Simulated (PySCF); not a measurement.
SnHCl₂Br, SMILES [Cl][SnH]([Cl])[Br].

The structure is a stationary point at PBE0-D3(BJ)/def2-SVP. The structure was generated by enumeration; whether it is a known compound was not checked. The def2 effective core potentials stand for the cores of Sn; spin–orbit coupling is left out.

The numbers are results of r2SCAN/def2-TZVP (PySCF), not measurements.

The molecule is in vacuum.

```
Quantity                                                                                                       Result
---------------------------------------------------------------------------------------------  ----------------------
total energy                                                                                      -3709.62865 hartree
point group                                                                                                        Cs
highest occupied level                                                                                       -8.02 eV
lowest empty level                                                                                           -3.32 eV
orbital gap                                                                                                   4.70 eV
dipole moment                                                                                                  1.98 D
quadrupole, principal values (traceless, Buckingham form, about the centre of nuclear charge)  -3.42, -2.07, 5.49 D·Å
mean static polarisability                                                                      81.8 bohr³ (12.11 Å³)
polarisability, principal values                                                               68.2, 84.2, 92.8 bohr³
```
